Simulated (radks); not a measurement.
Results of a calculation; reference values are marked as such.
Question: The zirconium ion Zr3+, 37 electrons, occupied as [Kr] 4d1. Level of theory: Dirac Kohn-Sham, PBE, spin-unpolarised, spherical densities, point nucleus; open shells fill j = l - 1/2 first (a radial shooting solver on a logarithmic mesh with Libxc functionals). Some entries of the table are withheld. Estimate them.

orbital,occ.,eigenvalue (eV),<r> (bohr)
1s1/2,2,-17845.06,0.03706
2s1/2,2,-2496.163,0.1623
2p1/2,2,-2287.275,(1)
2p3/2,4,-2201.418,(2)
3s1/2,2,-432.2563,0.4582
3p1/2,2,(3),(4)
3p3/2,4,(5),(6)
3d3/2,4,-203.8102,0.4503
3d5/2,6,-201.3115,0.4538
4s1/2,2,-81.4910,1.202
4p1/2,2,-60.3814,(7)
4p3/2,4,-58.5403,(8)
4d3/2,1,-28.2909,1.829
4d5/2,0,-28.1039,1.841

Answer: 
(1) 2p1/2 <r> (bohr): 0.1387
(2) 2p3/2 <r> (bohr): 0.1430
(3) 3p1/2 eigenvalue (eV): -354.5054
(4) 3p1/2 <r> (bohr): 0.4549
(5) 3p3/2 eigenvalue (eV): -340.8316
(6) 3p3/2 <r> (bohr): 0.4653
(7) 4p1/2 <r> (bohr): 1.322
(8) 4p3/2 <r> (bohr): 1.350
